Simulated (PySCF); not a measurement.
# C2H3Cl3Si: full NMR table

```yaml
Formula: C2H3Cl3Si
SMILES: C=C[Si](Cl)(Cl)Cl
InChI: InChI=1S/C2H3Cl3Si/c1-2-6(3,4)5/h2H,1H2
Point_group_of_the_computed_structure: C1
Degrees_of_unsaturation: 1
Carbon_signals: 2
Proton_signals: 3
```

Structure with atom numbers: `[CH2:1]=[CH:2][Si:3]([Cl:4])([Cl:5])[Cl:6]`. Hydrogens are named by the atom that carries them. Ha(C1) is cis to Si3; Hb(C1) is trans to Si3.

[PySCF: σ from GIAO-B97-2/pcSseg-2; PBE0-D3(BJ)/def2-TZVP geometry; no relativistic terms; one computed conformer; no solvent; rapidly exchanging positions averaged]

References, each an isolated molecule treated in the same way: TMS for $^{1}$H (31.64 ppm), $^{13}$C (185.38 ppm), $^{29}$Si (348.46 ppm).

```tsv
carbon	δC, type	δH (multiplicity)	HMBC from (2–3 bonds)	span of the C tensor (ppm)
C1	146.9, CH2	Hb(C1) 6.58 (m); Ha(C1) 6.54 (m)	H(C2)	255
C2	140.6, CH	6.42 (m)	Hb(C1), Ha(C1)	229
```

Other nuclei:
```tsv
atoms	nucleus	environment	δ (ppm)	σ (ppm)
Si3	$^{29}$Si	silicon bonded to C, 3 Cl	12.4	336.1
```

1. Carbon types of the structure: 1 × CH, 1 × CH2, which accounts for all hydrogens.
2. δC 146.9: terminal =CH2 carbon; an sp2 carbon of a C=C bond.
3. δC 140.6: alkene CH; as expected for a trigonal carbon in a double bond.
4. δH 6.58, 6.54: hydrogen on a terminal =CH2 carbon; a vinylic proton, deshielded by the sp2 carbon and the C=C anisotropy.
5. δH 6.42: hydrogen on an alkene CH; a vinylic proton, deshielded by the sp2 carbon and the C=C anisotropy.

Shifts are as computed. Against solution values, carbons near 30 ppm lie about +3 ppm off and those near 130 ppm about +7 ppm. Of 1211 compounds with measured shifts, 218 miss one by over three times the rms of a fit or turn the order of signals round; such compounds aren't used in these exercises. Multiplicities follow the n + 1 count of equivalent neighbours, as no J values were calculated; m marks all less simple cases, F and P coupling included.
